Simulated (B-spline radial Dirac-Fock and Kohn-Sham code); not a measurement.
Magnetic form factor of the 4f shell of Eu²⁺

System: Eu²⁺ in the configuration [Xe] 4f5 5d2 (an excited configuration).

Input of the calculation (task.json; shells as n, l, electrons):

```json
{"items": [{
  "Z": 63,
  "q": 2,
  "cfg": [[1, 0, 2], [2, 0, 2], [2, 1, 6], [3, 0, 2], [3, 1, 6], [3, 2, 10], [4, 0, 2], [4, 1, 6], [4, 2, 10], [4, 3, 5], [5, 0, 2], [5, 1, 6], [5, 2, 2]],
  "A": 153,
  "rrms": 5.1115,
  "do": ["scatter"],
  "s": [0.0, 0.08, 0.09, 0.11, 0.14, 0.17, 0.21, 0.25, 0.3, 0.37, 0.45, 0.55, 0.66, 0.81, 0.98, 1.19, 1.45, 1.76, 2.14, 2.6, 3.17, 3.85, 4.68],
  "pz": [0, 0.1, 0.2, 0.3, 0.4, 0.5, 0.6, 0.8, 1.0, 1.2, 1.4, 1.6, 1.8, 2.0, 2.5, 3.0, 4.0, 5.0, 7.0, 10.0, 15.0, 20.0, 30.0, 40.0, 60.0, 100.0],
  "hv_scatter": [1000, 2000, 8047.8, 10000, 20000, 30000, 50000, 200000]
}]}
```

Command: `python xray_run.py task.json out`

Model: relativistic Hartree-Fock (Dirac-Fock) wave functions, averaged over the configuration. Program: a B-spline atomic structure program. ⟨j_K⟩ is the integral of the 4f radial density with the spherical Bessel function j_K(4πsr), s = sin θ/λ.

| s (Å⁻¹) | ⟨j0⟩ | ⟨j2⟩ | ⟨j4⟩ | ⟨j6⟩ |
| --- | --- | --- | --- | --- |
| 0 | 1.0000 | 0.0000 | 0.0000 | 0.0000 |
| 0.08 | 0.9618 | 0.0151 | 0.0001 | 0.0000 |
| 0.09 | 0.9520 | 0.0189 | 0.0002 | 0.0000 |
| 0.11 | 0.9295 | 0.0276 | 0.0004 | 0.0000 |
| 0.14 | 0.8892 | 0.0428 | 0.0011 | 0.0000 |
| 0.17 | 0.8425 | 0.0599 | 0.0022 | 0.0001 |
| 0.21 | 0.7728 | 0.0842 | 0.0047 | 0.0002 |
| 0.25 | 0.6983 | 0.1085 | 0.0083 | 0.0006 |
| 0.3 | 0.6032 | 0.1366 | 0.0146 | 0.0013 |
| 0.37 | 0.4751 | 0.1685 | 0.0260 | 0.0033 |
| 0.45 | 0.3458 | 0.1916 | 0.0412 | 0.0072 |
| 0.55 | 0.2172 | 0.2011 | 0.0604 | 0.0141 |
| 0.66 | 0.1172 | 0.1926 | 0.0779 | 0.0234 |
| 0.81 | 0.0360 | 0.1635 | 0.0926 | 0.0364 |
| 0.98 | -0.0061 | 0.1233 | 0.0966 | 0.0485 |
| 1.19 | -0.0212 | 0.0794 | 0.0888 | 0.0569 |
| 1.45 | -0.0190 | 0.0418 | 0.0706 | 0.0581 |

Radial moments of the shell: ⟨r²⟩ = 0.8311, ⟨r⁴⟩ = 1.602, ⟨r⁶⟩ = 6.307 in powers of bohr.
